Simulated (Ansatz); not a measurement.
The cluster CuO2⁻, relaxed as a singlet with RKS r2SCAN-D4/def2-TZVPD in Ansatz, starting from the r2SCAN-D4/def2-TZVP geometry of the neutral doublet. Force threshold 0.02 eV/Å.

The structure holds 1 bond(s) between oxygen atoms. The highest occupied level of the relaxed charge -1 singlet lies above zero (up to 1.32 eV). The electron is either unbound and held by the finite basis, or the level is raised by self-interaction error. This restricted singlet of an open-shell metal (gap down to 0.22 eV) wasn't tested against broken symmetry. No other spin state of charge -1 was run. The structure comes from a short search, and lower isomers may exist.

Start:

```xyz
3

Cu   -0.437    1.422   -0.078
O    -0.072   -1.253   -0.121
O     0.509   -0.168    0.199
```

Estimate the energy that the relaxation releases and the steps that it takes.

3.2 kcal/mol, in 5 steps; 16 s on 2 threads of Arm Neoverse V2 on a shared host. No frequencies were taken in this run, so the end may be a saddle point.

Does the start keep its bonding and symmetry?

By distances, no bond broke or formed. The bond that changes most is O2–O3, from 1.27 to 1.36 Å (atoms count from 1). Point group Cs at the start, Cs at the end, both within 0.05 Å.

Predict the relaxed structure.


```
atom   x (Å)   y (Å)   z (Å)
 Cu1  -0.424   1.404  -0.074
  O2  -0.085  -1.288  -0.128
  O3   0.509  -0.116   0.202
```
Bond lengths: 1 × Cu–O 1.80 Å; 1 × O–O 1.36 Å.
